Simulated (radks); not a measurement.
Neutral tantalum inside a hard spherical wall (all orbitals vanish at R), configuration held at [Xe] 4f14 5d3 6s2 and not refilled when levels cross. Method: scalar-relativistic Kohn-Sham, PBE, spin-polarised, spherical densities, point nucleus; open shells are filled with parallel spins first (spin-orbit coupling, left out, can overturn this in heavy ions); computed with a radial shooting solver on a logarithmic mesh with Libxc functionals. Eigenvalues in eV for spin up, with the zero of energy where the potential of the charges vanishes at infinity; a dash marks a level that is unbound or too diffuse for the functional's potential to be trusted. A positive occupied level is held by the wall or, in an anion where self-interaction has pushed it up, behind a barrier. The pressure on the wall is -dE/dV.

R (bohr)	E (hartree)	kinetic (hartree)	e(5p)	e(4f)	e(6s)	e(5d)	e(6p, empty)	e(7s, empty)	pressure (GPa)
free	-15604.6060	17148.213	-39.819	-24.541	-5.874	-4.205	-1.589	-	0
12	-15604.6059	17148.214	-39.812	-24.534	-5.869	-4.199	-1.557	0.679	0.00114
10	-15604.6053	17148.220	-39.770	-24.491	-5.837	-4.161	-1.449	1.627	0.0168
7	-15604.5866	17148.352	-39.091	-23.795	-5.279	-3.564	-0.294	7.166	1.05
6	-15604.5452	17148.584	-38.158	-22.818	-4.402	-2.737	1.224	12.717	4.56
4	-15603.9320	17151.119	-32.023	-16.028	4.360	3.451	14.425	50.407	128
3	-15601.8304	17158.957	-22.296	-4.526	27.392	15.714	45.383	123.42	1140
2.5	-15598.0822	17172.668	-10.404	9.134	61.650	31.841	87.558	213.11	4520
2	-15586.6015	17212.417	18.395	38.208	147.71	70.407	186.51	408.70	23500
1.5	-15542.0851	17353.572	111.31	110.51	404.23	187.12	465.53	921.67	182000
